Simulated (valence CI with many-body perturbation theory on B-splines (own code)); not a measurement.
## Level structure of Ge17+

Computed by relativistic CI+MBPT: five valence electrons over a frozen Dirac-Fock core [Ne], a basis of 11 s, 11 p, 10 d, 8 f, 5 g, 2 h functions for each j, with the one-electron correlation potential Σ1, the two-electron term Σ2, the three-electron term Σ3, Breit, model QED; selected CI, second order for the rest, scaled by the run's own slope (own B-spline code, finite nucleus).

No measured levels were compared; by estimate levels of excited configurations hold to 0.05 to 0.15 % of their energy, terms of the ground configuration to about 0.5 %. Among the levels kept, up to 3300 cm⁻¹ of a level comes from second order outside the variational space, and about a tenth of that is noise between levels of different J, which matters for small intervals.

Levels 91 to 135 of 172, with energies above the lowest level, 3s2.3p3 4S°_3/2. "Leading %" is the weight of the configuration and term that name the level; weights of strongly mixed levels are sums over their largest components and can fall short, so below about 35 % the name and the second component can differ from the true leading terms, or belong to a minority configuration. In the jj column 3d3/2^4 stands for four electrons in 3d with j = 3/2. Lifetimes count E1, E2, E3, M1 and M2 decay at the calculated energies, and are blank where another channel may lead or the interval is too uncertain; long ones can be off by a factor of two.

| No. | Configuration | Term | J | E (cm⁻¹) | Leading % | Second component | Lifetime | Leading jj |
| --- | --- | --- | --- | --- | --- | --- | --- | --- |
| 91 | 3s.3p3.3d | 2P° | 1/2 | 1199900 | 35 | 28 % 3s.3p3.3d 4D° | 8.25 ps | 3s 3p1/2 3p3/2^2 3d3/2 (32 %) |
| 92 | 3s.3p3.3d | 2F° | 5/2 | 1209900 | 81 | 9 % 3s2.3p.3d2 2F° | 52.0 ps | 3s 3p1/2 3p3/2^2 3d5/2 (56 %) |
| 93 | 3s.3p3.3d | 2G° | 9/2 | 1219000 | 71 | 17 % 3s2.3p.3d2 2G° | 28.4 ps | 3s 3p1/2 3p3/2^2 3d5/2 (52 %) |
| 94 | 3s.3p3.3d | 2F° | 7/2 | 1223700 | 32 | 22 % 3s.3p3.3d 2G° | 22.5 ps | 3s 3p3/2^3 3d5/2 (21 %) |
| 95 | 3s.3p3.3d | 4D° | 5/2 | 1241600 | 64 | 7 % 3s.3p3.3d 2D° | 9.18 ps | 3s 3p1/2 3p3/2^2 3d5/2 (27 %) |
| 96 | 3s.3p3.3d | 4D° | 3/2 | 1242000 | 57 | 12 % 3s.3p3.3d 2D° | 8.68 ps | 3s 3p1/2 3p3/2^2 3d3/2 (42 %) |
| 97 | 3s.3p3.3d | 4D° | 1/2 | 1244400 | 50 | 28 % 3s.3p3.3d 2P° | 9.32 ps | 3s 3p1/2 3p3/2^2 3d3/2 (28 %) |
| 98 | 3s.3p3.3d | 4D° | 7/2 | 1247200 | 64 | 22 % 3s.3p3.3d 2F° | 11.2 ps | 3s 3p1/2 3p3/2^2 3d5/2 (51 %) |
| 99 | 3s2.3p.3d2 | 4G° | 5/2 | 1251500 | 39 | 19 % 3s.3p3.3d 2F° | 13.9 ps | 3s^2 3p1/2 3d3/2^2 (43 %) |
| 100 | 3s.3p3.3d | 2D° | 3/2 | 1252700 | 53 | 26 % 3s.3p3.3d 4D° | 10.4 ps | 3s 3p1/2 3p3/2^2 3d5/2 (40 %) |
| 101 | 3s.3p3.3d | 2P° | 1/2 | 1260100 | 43 | 36 % 3s.3p3.3d 4D° | 10.1 ps | 3s 3p1/2 3p3/2^2 3d3/2 (32 %) |
| 102 | 3s.3p3.3d | 2D° | 5/2 | 1267700 | 60 | 13 % 3s2.3p.3d2 2D° | 10.3 ps | 3s 3p3/2^3 3d3/2 (26 %) |
| 103 | 3s2.3p.3d2 | 4G° | 7/2 | 1270200 | 47 | 23 % 3s.3p3.3d 2F° | 14.2 ps | 3s^2 3p1/2 3d3/2 3d5/2 (47 %) |
| 104 | 3s2.3p.3d2 | 4G° | 5/2 | 1274800 | 44 | 30 % 3s.3p3.3d 2F° | 14.0 ps | 3s 3p1/2 3p3/2^2 3d5/2 (21 %) |
| 105 | 3s2.3p.3d2 | 4G° | 7/2 | 1282000 | 39 | 31 % 3s.3p3.3d 2F° | 11.7 ps | 3s 3p1/2 3p3/2^2 3d5/2 (19 %) |
| 106 | 3s.3p3.3d | 2P° | 3/2 | 1284000 | 38 | 13 % 3s.3p3.3d 2D° | 14.2 ps | 3s 3p1/2 3p3/2^2 3d5/2 (24 %) |
| 107 | 3s.3p3.3d | 2S° | 1/2 | 1289300 | 47 | 33 % 3s2.3p.3d2 2S° | 8.27 ps | 3s 3p1/2 3p3/2^2 3d3/2 (30 %) |
| 108 | 3s2.3p.3d2 | 4G° | 9/2 | 1290900 | 88 | 5 % 3s.3p3.3d 4G° | 29.3 ps | 3s^2 3p3/2 3d3/2 3d5/2 (49 %) |
| 109 | 3s.3p3.3d | 2P° | 3/2 | 1292700 | 32 | 26 % 3s.3p3.3d 2D° | 11.1 ps | 3s 3p3/2^3 3d3/2 (24 %) |
| 110 | 3s.3p3.3d | 2F° | 5/2 | 1300300 | 40 | 18 % 3s.3p3.3d 2D° | 9.59 ps | 3s 3p3/2^3 3d3/2 (25 %) |
| 111 | 3s.3p3.3d | 2P° | 3/2 | 1301100 | 38 | 29 % 3s2.3p.3d2 2P° | 6.42 ps | 3s 3p1/2 3p3/2^2 3d5/2 (24 %) |
| 112 | 3s.3p3.3d | 2D° | 5/2 | 1312700 | 36 | 29 % 3s.3p3.3d 2F° | 10.6 ps | 3s 3p3/2^3 3d5/2 (35 %) |
| 113 | 3s2.3p.3d2 | 4G° | 11/2 | 1313800 | 93 | 5 % 3s.3p3.3d 4G° | 32.3 ps | 3s^2 3p3/2 3d5/2^2 (72 %) |
| 114 | 3s.3p3.3d | 2F° | 7/2 | 1319600 | 80 | 10 % 3s.3p3.3d 4D° | 10.4 ps | 3s 3p3/2^3 3d5/2 (45 %) |
| 115 | 3s2.3p.3d2 | 4D° | 1/2 | 1329700 | 27 | 19 % 3s2.3p.3d2 2P° | 7.96 ps | 3s^2 3p1/2 3d3/2 3d5/2 (22 %) |
| 116 | 3s2.3p.3d2 | 4D° | 1/2 | 1337100 | 48 | 14 % 3s.3p3.3d 2P° | 8.83 ps | 3s^2 3p1/2 3d3/2^2 (16 %) |
| 117 | 3s2.3p.3d2 | 4D° | 3/2 | 1339800 | 72 | 6 % 3s.3p3.3d 4D° | 11.9 ps | 3s^2 3p1/2 3d3/2 3d5/2 (54 %) |
| 118 | 3s2.3p.3d2 | 4D° | 5/2 | 1344200 | 40 | 12 % 3s2.3p.3d2 2F° | 10.2 ps | 3s^2 3p1/2 3d3/2 3d5/2 (37 %) |
| 119 | 3s2.3p.3d2 | 4D° | 7/2 | 1356000 | 43 | 30 % 3s2.3p.3d2 4F° | 9.35 ps | 3s^2 3p1/2 3d5/2^2 (37 %) |
| 120 | 3s2.3p.3d2 | 4F° | 3/2 | 1356500 | 75 | 7 % 3s.3p3.3d 4F° | 6.70 ps | 3s^2 3p1/2 3d3/2^2 (40 %) |
| 121 | 3s2.3p.3d2 | 2F° | 5/2 | 1357300 | 42 | 20 % 3s2.3p.3d2 4D° | 10.1 ps | 3s^2 3p1/2 3d5/2^2 (44 %) |
| 122 | 3s2.3p.3d2 | 2H° | 9/2 | 1360400 | 82 | 8 % 3s2.3p.3d2 2G° | 19.8 ps | 3s^2 3p1/2 3d3/2 3d5/2 (73 %) |
| 123 | 3s2.3p.3d2 | 4P° | 1/2 | 1362600 | 76 | 9 % 3s.3p3.3d 2S° | 9.53 ps | 3s^2 3p1/2 3d3/2 3d5/2 (33 %) |
| 124 | 3s2.3p.3d2 | 4F° | 5/2 | 1364800 | 66 | 14 % 3s2.3p.3d2 4D° | 7.09 ps | 3s^2 3p1/2 3d3/2 3d5/2 (38 %) |
| 125 | 3s.3p3.3d | 2P° | 3/2 | 1367200 | 63 | 11 % 3s2.3p.3d2 2P° | 6.76 ps | 3s 3p1/2 3p3/2^2 3d3/2 (25 %) |
| 126 | 3s.3p3.3d | 2P° | 1/2 | 1373700 | 74 | 12 % 3s2.3p.3d2 2P° | 6.88 ps | 3s 3p1/2 3p3/2^2 3d3/2 (28 %) |
| 127 | 3s2.3p.3d2 | 4P° | 3/2 | 1373900 | 70 | 6 % 3s2.3p.3d2 4D° | 9.19 ps | 3s^2 3p1/2 3d3/2 3d5/2 (22 %) |
| 128 | 3s2.3p.3d2 | 4F° | 7/2 | 1378900 | 48 | 14 % 3s2.3p.3d2 4D° | 7.85 ps | 3s^2 3p3/2 3d3/2 3d5/2 (70 %) |
| 129 | 3s2.3p.3d2 | 4F° | 9/2 | 1379000 | 75 | 6 % 3s.3p3.3d 4F° | 7.58 ps | 3s^2 3p3/2 3d3/2 3d5/2 (42 %) |
| 130 | 3s2.3p.3d2 | 2F° | 7/2 | 1387100 | 42 | 24 % 3s2.3p.3d2 4D° | 10.5 ps | 3s^2 3p3/2 3d5/2^2 (65 %) |
| 131 | 3s2.3p.3d2 | 2D° | 3/2 | 1387600 | 40 | 39 % 3s.3p3.3d 2D° | 8.15 ps | 3s^2 3p1/2 3d5/2^2 (16 %) |
| 132 | 3s.3p3.3d | 2D° | 5/2 | 1388700 | 30 | 19 % 3s2.3p.3d2 4P° | 7.24 ps | 3s^2 3p3/2 3d3/2 3d5/2 (39 %) |
| 133 | 3s2.3p.3d2 | 4P° | 5/2 | 1396400 | 54 | 12 % 3s.3p3.3d 2D° | 8.01 ps | 3s^2 3p3/2 3d3/2 3d5/2 (39 %) |
| 134 | 3s2.3p.3d2 | 2G° | 7/2 | 1397300 | 63 | 15 % 3s.3p3.3d 2G° | 8.39 ps | 3s^2 3p1/2 3d3/2 3d5/2 (26 %) |
| 135 | 3s2.3p.3d2 | 2H° | 11/2 | 1404800 | 97 |  | 23.7 ps | 3s^2 3p3/2 3d3/2 3d5/2 (75 %) |

Names give the largest LS component (configuration and term), which can be under half, so a name can repeat, a term be missing and a line seem to break the LS rules; names also repeat where a configuration has a term twice.
